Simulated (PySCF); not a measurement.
**LiGa: from constants to spectrum**

RHF-CCSD(T) constants of LiGa, ¹Σ⁺ (singlet), closed shell (PySCF, no relativity, basis sets Li pcseg-1, Ga pcseg-1; masses 7.0160 and 68.9256 u):

| Item | Value |
| --- | --- |
| ωe | 267.9 cm⁻¹ |
| ωexe | 2.03 cm⁻¹ |
| Be | 0.31438 cm⁻¹ |
| αe | 0.00340 cm⁻¹ |
| D (centrifugal) | 1.73e-06 cm⁻¹ |
| De to Li + Ga | 0.82 eV |

Question: Give the vibrational terms G(v) and spacings up to v = 6.

Answer: G(v) = ωe(v+½) − ωexe(v+½)².

```csv
v,G(v) (cm⁻¹),G(v) − G(v−1),Bv (cm⁻¹)
0,133.4,,0.3127
1,397.3,263.8,0.3093
2,657.1,259.8,0.3059
3,912.8,255.7,0.3025
4,1164.4,251.7,0.2991
5,1412.0,247.6,0.2957
6,1655.6,243.5,0.2923
```

Question: How well does the Morse estimate ωe²/(4ωexe) reproduce De, and what is D0?

Answer: It gives 1.10 eV, 134 % of the computed De. D0 = De − G(0) = 0.82 − 0.02 = 0.80 eV.

Correlated steps freeze 9 core orbitals. Correlated levels converge slowly with the basis: in double zeta they bind strong bonds too weakly, by up to about 1 eV, and carry superposition errors of some tenths. Where the molecule has an RHF reference, its open-shell atoms are computed with UHF.
